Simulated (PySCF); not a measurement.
# Radial density of Rh (rhodium, neutral)

UHF, [Kr] 4d7 5s1 5p1, one real determinant (an excited configuration). All numbers are calculated (PySCF 2.14, the spin-free X2C one-electron Hamiltonian (Gaussian nucleus), in x2c-TZVPPall (8s6p6d2f1g, 79 functions)).

```tsv
r (bohr)	4πr²ρ (e/bohr)	4πr²(ρα − ρβ)
0.0349	51.65	0.0011
0.0586	52.91	0.0148
0.0986	71.94	0.1069
0.166	50.89	0.3879
0.279	55.44	0.5196
0.469	32.41	-0.0083
0.790	14.77	1.4734
1.33	10.37	2.2143
2.23	2.252	1.1554
3.76	0.5905	0.5373
6.32	0.1066	0.1063
10.6	0.002822	0.0028
```

Densities and radii are taken from the X2C orbitals without a picture-change correction, which distorts them close to the nucleus.

⟨L²⟩ = 13.98 against 20 for a pure G term, so this real determinant mixes terms.

Q: Where is the radial spin density 4πr²(ρα − ρβ) most negative, and why is it negative at all?

A: Around r = 0.469 bohr, down to -0.0083 e/bohr: exchange with the open shell polarises the paired shells in an unrestricted calculation.
